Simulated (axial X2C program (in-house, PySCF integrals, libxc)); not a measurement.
**CrSe: cheaper levels and CCSD(T), with spin–orbit coupling**

Calculated with an in-house relativistic program for diatomic molecules. Two-component (2c) means X2C with spin–orbit coupling and atomic mean-field two-electron Coulomb and Gaunt terms. Basis: Se dyall-cv3z [8s9p6d4f1g], Cr dyall-cv3z [9s10p6d3f2g] (cores contracted in-house); Gaussian nuclei, density fitting, unrestricted open shells. Masses: Se 79.917 u, Cr 51.941 u.

State: Ω = 1 (⟨Sz⟩ = 2.00, ⟨Lz⟩ = -1.00 at HF); fragments Se + Cr.

| level | Re (Å) | ωe (cm⁻¹) | De (eV) |
| --- | --- | --- | --- |
| PBE0 | 2.264 | 300.8 | 2.64 |
| HF | 2.498 | 233.2 | n/a |
| CCSD | 2.333 | 268.0 | 2.25 |
| BHandHLYP | 2.347 | 264.3 | 2.35 |

Correlated methods: 12 electrons correlated (number of frozen shells: Se 3 s, 2 p, 1 d; Cr 3 s, 2 p), 278 virtual spin orbitals or spinors in MP2, 90 natural virtuals in coupled cluster.

CCSD(T), same Hamiltonian and basis:

Re = 2.307 Å, ωe = 274.4 cm⁻¹, De = 2.39 eV; T1 = 0.039 (Lee–Taylor normalisation).

Give the differences from CCSD(T) in the columns below.



```json
{"level": "PBE0", "ΔRe (Å)": "-0.043", "Δωe (cm⁻¹)": "26.4", "ΔDe (eV)": "0.25"}
{"level": "HF", "ΔRe (Å)": "0.191", "Δωe (cm⁻¹)": "-41.2", "ΔDe (eV)": "n/a"}
{"level": "CCSD", "ΔRe (Å)": "0.026", "Δωe (cm⁻¹)": "-6.4", "ΔDe (eV)": "-0.14"}
{"level": "BHandHLYP", "ΔRe (Å)": "0.040", "Δωe (cm⁻¹)": "-10.1", "ΔDe (eV)": "-0.04"}
```

One determinant describes the state; a PBE0 search over occupations chose it and may have missed a lower one. De is counted from the lowest determinant-based energies of the atoms at the same level, without counterpoise correction. De is not given where an atomic determinant may have missed its ground term or J level, or where the truncated virtual space spoils (T). Density functionals use the spin component along the axis (collinear). Coupled cluster ran in a truncated set of natural virtual spinors; the MP2 energy of the rest was added. (T) has no such correction and the atoms are truncated less, which lowers De at CCSD(T) by a hundredth of an eV or more. Without a current term, density functionals place determinants with orbital angular momentum somewhat too high. With several unpaired electrons one determinant need not be a pure state. Open-shell Ω = 0 determinants with evenly filled partner blocks cannot be reached by this program, so the Ω shown need not be the lowest component. The determinant is spin-polarised beyond a pure state at some levels (its spin-free form has ⟨S²⟩ too high), which makes Re and μ there less reliable.
